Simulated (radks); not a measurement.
Problem. The table gives one normalised radial function P(r) = r R(r) of Sb in [Kr] 4d10 5s2 5p3 (r in bohr). Method: non-relativistic Kohn-Sham, PBE, spin-polarised, spherical densities, point nucleus; open shells are filled with parallel spins first (spin-orbit coupling, left out, can overturn this in heavy ions); relativity is left out, which matters for an element this heavy; computed with a radial shooting solver on a logarithmic mesh with Libxc functionals.

r,P
0.004252,0.0001
0.005717,0.0003
0.007686,0.0006
0.01025,0.0014
0.01378,0.0033
0.01853,0.0074
0.02471,0.0158
0.03323,0.0334
0.04467,0.0677
0.05958,0.1271
0.08011,0.2253
0.1077,0.3604
0.1436,0.4989
0.1931,0.5742
0.2597,0.4731
0.3463,0.1352
0.4656,-0.3951
0.626,-0.8850
0.8349,-1.0788
1.123,-0.9269
1.509,-0.5911
2.013,-0.2902
2.706,-0.1016
3.639,-0.0235
4.853,-0.0033
6.525,-0.0002
8.772,0.0000

Which n and l does it have? It may be an empty orbital.

Solution. n = 4, l = 2: the number of nodes gives n - l - 1 = 1, the rise at small r (about r^(l+1)) gives l, and the extent must fit the shell. The curve is that of 4d up; the table hardly tells the two spins apart. 4d up: eigenvalue -35.086 eV, 1 radial node at r = 0.376 bohr, <r> = 1.02 bohr, 90 % of the charge inside 1.58 bohr.
